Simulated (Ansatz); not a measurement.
Ansatz (a first-principles code) input (PBE0/STO-3G):

Ansatz 0.2 input:
```yaml
crystal:
  periodic: [false, false, false]
  atoms:
    - {symbol: O, position_ang: [1.17069624, -0.14424860, 1.15529483]}
    - {symbol: B, position_ang: [0.16098497, -0.12738244, 0.32510013]}
    - {symbol: O, position_ang: [-1.06002739, -0.95686472, 0.63481550]}
    - {symbol: Cl, position_ang: [0.00385979, 0.73885700, -1.13896650]}
    - {symbol: H, position_ang: [1.24800626, -0.63776891, 1.97969092]}
    - {symbol: H, position_ang: [-1.81868823, -0.95079670, 0.02124563]}
    - {symbol: H, position_ang: [-1.18521012, -1.52618468, 1.41511060]}
basis:
  gaussian:
    orbitals: STO-3G
hamiltonian:
  xc: {name: PBE0}
total_charge: 1
```

Output:

```
Functional definition: PBE0
integrals: 0.01 GiB planned
350 factors; integrals over basis functions are off by at most 9.7e-5 eV
0.07 GiB of the device are held for the grids
0.07 GiB of device memory are held for the factors and their scratch space
mean field: 0.08 GiB planned
mean field evaluation 1: about -17125.9088 eV, gradient 2.8e1 eV
mean field evaluation 2: about -17124.0508 eV, gradient 4.3e1 eV
mean field evaluation 4: about -17128.5722 eV, gradient 1.3e0 eV
mean field evaluation 8: about -17128.5626 eV, gradient 2.8e-2 eV
mean field -17128.56258315 eV, -629.4630647740 hartree, gradient 7.2e-5 eV, S^2 0.000000; 0 other end points of the search recorded, 0 dependent functions left out
reference -17128.56259888 eV, -629.4630653522 hartree; 20, 20 occupied and 7, 7 virtual orbitals, 350 factors
Total energy: -17128.56259888 eV, -629.4630653522 hartree
```

It need not be the lowest isomer of its formula.
